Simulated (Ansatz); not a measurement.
```yaml
crystal:
  periodic: [false, false, false]
  atoms:
    - {symbol: C, position_ang: [0.210668, -1.632854, -0.724294]}
    - {symbol: C, position_ang: [0.886813, -0.297255, -0.462855]}
    - {symbol: C, position_ang: [0.070822, 0.907211, -0.926598]}
    - {symbol: C, position_ang: [-1.043321, 1.204179, 0.059558]}
    - {symbol: O, position_ang: [-0.515412, 1.328174, 1.364576]}
    - {symbol: C, position_ang: [0.148025, 0.156896, 1.730060]}
    - {symbol: O, position_ang: [1.237066, -0.132750, 0.909828]}
    - {symbol: H, position_ang: [0.810252, -2.442442, -0.304434]}
    - {symbol: H, position_ang: [-0.791438, -1.692996, -0.295704]}
    - {symbol: H, position_ang: [0.119149, -1.796030, -1.800783]}
    - {symbol: H, position_ang: [1.848304, -0.296597, -0.982783]}
    - {symbol: H, position_ang: [0.727825, 1.779141, -0.980303]}
    - {symbol: H, position_ang: [-0.337398, 0.729875, -1.925737]}
    - {symbol: H, position_ang: [-1.807027, 0.411263, 0.045431]}
    - {symbol: H, position_ang: [-1.538990, 2.147884, -0.172452]}
    - {symbol: H, position_ang: [-0.569435, -0.682039, 1.732760]}
    - {symbol: H, position_ang: [0.544075, 0.308319, 2.733749]}
basis:
  gaussian: {orbitals: cc-pVTZ, nuclear_model: gaussian}
hamiltonian: {xc: {name: HF}}
correlation: {active_space: {window: {electrons: 6, orbitals: 2}}}
output: {forces: true}
```

```sh
$ ansatz run in.yaml --threads 2 --pin off --events-out ev --progress --plain --max-ram 32768MiB --backend cuda --devices 0, --max-vram 18GiB
```

Output, abridged:

```
Functional definition: HF
2013 factors; integrals over basis functions are off by at most 1.1e-3 eV
mean field evaluation 1: about -9382.7491 eV, gradient 4.3e1 eV
mean field evaluation 2: about -9383.1856 eV, gradient 4.3e1 eV
mean field evaluation 4: about -9387.7086 eV, gradient 5.5e0 eV
mean field evaluation 8: about -9387.7845 eV, gradient 2.7e-1 eV
mean field -9387.78473481 eV, -344.9947257351 hartree, gradient 2.4e-6 eV, S^2 0.000000; 0 other end points of the search recorded, 0 dependent functions left out
reference -9387.78473481 eV, -344.9947257351 hartree; 28, 28 occupied and 322, 322 virtual orbitals, 2013 factors
Error: 6 electrons in 2 orbitals form no window around the highest filled level of the reference
```

(1) What is wrong with this run?

Answers

(1) The active space doesn't fit the electrons. The run stopped with an error.
